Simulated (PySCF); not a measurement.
Level of theory: PBE in PySCF with Sr def2-TZVP with ECP28, F def2-TZVP; scalar-relativistic core potentials, no spin–orbit coupling; density-fitted integrals.

```xyz
3
charge 0 multiplicity 1, angstrom
Sr    0.0342    0.2899    0.0000
F    -0.0791   -0.6709    1.8986
F    -0.0791   -0.6709   -1.8986
```

SrF₂ (singlet), along the line from Sr1 (at 0) through F2 (at 2.131 Å). Core electrons replaced by a potential are absent, the electrostatic potential uses the reduced nuclear charge, and values within about 0.7 Å of such atoms have no physical meaning.

Q: Tabulate the fields along this line at 0.75, 0.96, 1.17, 1.39, 1.60, 1.81, 2.02, 2.34, 2.56, 2.77, 2.98, 3.20, 3.41 Å.

A: 
| distance (Å) | electron density (e/Å³) | electron localisation function | electrostatic potential (V) |
| --- | --- | --- | --- |
| 0.75 | 1.73 | 0.825 | 41.1 |
| 0.96 | 0.744 | 0.365 | 18.6 |
| 1.17 | 0.534 | 0.155 | 9.48 |
| 1.39 | 1.04 | 0.621 | 8.22 |
| 1.60 | 3.07 | 0.841 | 22.8 |
| 1.81 | 8.81 | 0.691 | 103 |
| 2.02 | 94.5 | 0.805 | 725 |
| 2.34 | 14.6 | 0.196 | 240 |
| 2.56 | 5.25 | 0.853 | 44.7 |
| 2.77 | 1.55 | 0.847 | 7.6 |
| 2.98 | 0.47 | 0.731 | -0.941 |
| 3.20 | 0.16 | 0.541 | -2.82 |
| 3.41 | 0.0574 | 0.335 | -2.95 |

On a grid of 0.11 Å the density has a local minimum along the bond near 1.17 Å from Sr, at 0.53 e/Å³, where the ELF is 0.15.
